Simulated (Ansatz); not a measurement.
The cluster Ru₂F₆, relaxed as a singlet with RKS PBE0-D4/def2-SVP in Ansatz, starting from the GFN2-xTB geometry. Force threshold 0.02 eV/Å.

In the def2 sets Ru takes a core potential; there is no spin–orbit coupling. The restricted singlet is unstable towards broken spin symmetry in Hartree–Fock (as tested in another run); at PBE0-D4/def2-SVP this wasn't settled. Another isomer (singlet) lies 0.08 eV lower at PBE0-D4/def2-TZVP; other spin states weren't run for this one.

Start:

```csv
atom,x (Å),y (Å),z (Å)
Ru1,-0.5263,1.0463,0.1382
Ru2,0.5872,-1.0194,-0.0597
F3,-2.0331,1.6014,0.9216
F4,-0.3001,-0.3774,1.6342
F5,1.4504,0.8665,-0.2070
F6,-0.3191,-2.6324,0.0006
F7,-0.7274,2.1859,-1.3063
F8,1.8682,-1.6709,-1.1215
```

Task: Estimate the energy that the relaxation releases and the steps that it takes.

Result: 87.9 kJ/mol, in 9 steps; 16 s on 4 threads of AMD EPYC 9R45 on a shared host. No frequencies were taken in this run, so the end may be a saddle point.

Task: Does the start keep its bonding and symmetry?

Result: By distances, no bond broke or formed. The bond that changes most is Ru1–F3, from 1.79 to 1.83 Å (atoms count from 1). Point group C2 at the start, C2v at the end, both within 0.05 Å.

Task: Predict the relaxed structure.

Result: 
```
atom   x (Å)   y (Å)   z (Å)
 Ru1  -0.365   0.953   0.196
 Ru2   0.571  -0.866   0.059
  F3  -2.173   1.064   0.417
  F4  -0.099  -0.193   1.875
  F5   1.679   0.858   0.081
  F6  -0.382  -2.420   0.154
  F7  -0.511   2.044  -1.260
  F8   1.281  -1.439  -1.522
```
Bond lengths (bridged metal pairs left out): 8 × F–Ru 1.83 to 2.05 Å.
